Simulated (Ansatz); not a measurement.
# Ligand exchange: Hf(CH3)2(OH)2 + CH4O2Sn → Hf(CH3)(OH)3 + C2H6OSn

Species: Hf(CH3)2(OH)2, singlet; CH4O2Sn `C[O][Sn][OH]`, singlet; Hf(CH3)(OH)3, singlet; C2H6OSn `C[O][Sn][CH3]`, singlet. The partners trade CH3 for OH: Hf–CH3 and Sn–OH bonds give way to Hf–OH and Sn–CH3.

Shapes, held fixed at every level: PBE0-D4/def2-TZVP. Flexible molecules stand in one conformer, not always the lowest. Programs: Ansatz 0.2.0. The zero-point and thermal change to 298 K, harmonic and unscaled (PBE0-D4/def2-TZVP), is +1.4 kJ/mol.

Estimate ΔH(298 K) of this reaction.

The highest level, CCSD(T)/def2-TZVPP, gives ΔH(298 K) = -76.2 kJ/mol; the levels span -92.9 to -72.2. The column of differences is taken from that level and isn't an error. No measured value is set beside it here. For atoms past krypton def2 sets carry core potentials with scalar relativity. Outer-core shells of Hf, Sn are correlated in most correlated rows, in sets that cover them unevenly. Times are processor times on shared x86 and Arm servers, and rough.

```json
{"level": "SPW92/def2-TZVPP", "kind": "LDA", "ΔH(298 K) (kJ/mol)": "-72.6", "less CCSD(T)/def2-TZVPP": "+3.6", "CPU time (sum over the molecules)": "21 s"}
{"level": "BHLYP-D4/def2-TZVPP", "kind": "global hybrid", "ΔH(298 K) (kJ/mol)": "-76.3", "less CCSD(T)/def2-TZVPP": "-0.1", "CPU time (sum over the molecules)": "40 s"}
{"level": "B2PLYP/def2-TZVPP", "kind": "double hybrid", "ΔH(298 K) (kJ/mol)": "-72.2", "less CCSD(T)/def2-TZVPP": "+4.0", "CPU time (sum over the molecules)": "74 s"}
{"level": "MP2/def2-SVP", "kind": "perturbation theory", "ΔH(298 K) (kJ/mol)": "-91.1", "less CCSD(T)/def2-TZVPP": "-14.9", "CPU time (sum over the molecules)": "–"}
{"level": "CCSD(T)/def2-SVP", "kind": "coupled cluster or CI", "ΔH(298 K) (kJ/mol)": "-92.9", "less CCSD(T)/def2-TZVPP": "-16.7", "CPU time (sum over the molecules)": "2.2 min"}
{"level": "CCSD/def2-TZVPP", "kind": "coupled cluster or CI", "ΔH(298 K) (kJ/mol)": "-77.3", "less CCSD(T)/def2-TZVPP": "-1.1", "CPU time (sum over the molecules)": "–"}
{"level": "CCSD(T)/def2-TZVPP", "kind": "coupled cluster or CI", "ΔH(298 K) (kJ/mol)": "-76.2", "less CCSD(T)/def2-TZVPP": "0.0", "CPU time (sum over the molecules)": "40 min"}
```
